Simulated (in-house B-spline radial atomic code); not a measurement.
## Ionising Os8+ with different functionals

Computed with a B-spline radial code for spherical atoms: four-component Dirac-Coulomb Hamiltonian, Fermi nucleus of rms radius 5.4126 fm, spin-restricted, spherical fractional occupations for the functionals, and exact exchange of hybrids averaged over the configuration. The ionisation energy is the difference of two self-consistent energies, [Xe] 4f14 → [Kr] 4d10 4f14 5s2 5p5, without Breit or QED terms; ε is the level of the shell that loses the electron (mean over j). The electron is taken from both j subshells in proportion to 2j + 1, so the result is a j average, not the step between ground levels.

| method | rung | ΔSCF (eV) | -ε(5p) (eV) |
| --- | --- | --- | --- |
| B3LYP | global hybrid | 173.02 | 165.14 |
| PBE0 | global hybrid | 172.98 | 165.66 |
| wB97X | range-separated hybrid | 172.58 | 167.87 |
| CAM-B3LYP | range-separated hybrid | 172.97 | 167.11 |

Question: Among the functionals, which spreads more, the ΔSCF values or the orbital energies?

Answer: The orbital energies: ΔSCF values span about 0.45 eV and the orbital energies 2.72 eV; here energy differences depend much less on the functional than eigenvalues do.

Question: How do they compare with the NIST value?

Answer: NIST lists 168.7 eV ± 0.5 (semi-empirical, ground level to ground level). Errors run from +3.88 to +4.32 eV. The correlated functionals all miss on the same side by more than they spread, so the cause is common to them (Breit-QED terms, spin polarisation, the choice among j levels, multiplet and fine-structure energies, or a listed next ion that isn't the cheapest removal here) and closeness doesn't rank the functionals.
